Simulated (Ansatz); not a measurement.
This geometry of CH₄GaNO (8 atoms, charge 0, multiplicity 1) is a first-order saddle point.

Method: RKS PBE/def2-SVP in Ansatz.

```xyz
8
Properties=species:S:1:pos:R:3
N -0.583 1.059 -0.072
C 0.420 0.336 0.191
O 1.580 0.786 0.714
Ga -0.254 -1.464 -0.224
H -1.299 1.595 -0.534
H 1.490 1.768 0.792
H -0.264 -1.867 -1.749
H -1.090 -2.213 0.882
```

(1) Which two structures does it join? (They come from a converged band through this point; their orientation in space is the band's.)

(2) How far does it lie above each of them?

Answers

(1) Bonds formed: N1–Ga4. The dihedral H5–N1–C2–Ga4 changes from 0 to -180° by way of a nearly straight angle H5–N1–C2 (up to 165°), not by a turn about the bond.

First end point:

```xyz
8
Properties=species:S:1:pos:R:3
N 0.204 1.500 -0.599
C 0.220 0.483 0.187
O 0.769 0.614 1.422
Ga -0.489 -1.357 -0.197
H -0.237 1.268 -1.501
H 1.074 1.552 1.474
H -1.145 -1.522 -1.629
H -0.396 -2.539 0.843
```

Last end point:

```xyz
8
Properties=species:S:1:pos:R:3
N -0.726 0.694 0.016
C 0.494 0.284 0.133
O 1.587 0.984 0.442
Ga -0.357 -1.455 -0.335
H -0.996 1.687 0.162
H 1.341 1.931 0.584
H -0.453 -1.801 -1.866
H -0.889 -2.324 0.863
```

(2) 77.6 kJ/mol above the first and 72.2 kJ/mol above the second. This is the barrier of this one path; another mechanism may lie lower.

Time of the run: 2.4 min on 2 threads of Arm Neoverse V1, with other jobs on the host, peak memory 0.13 GiB.
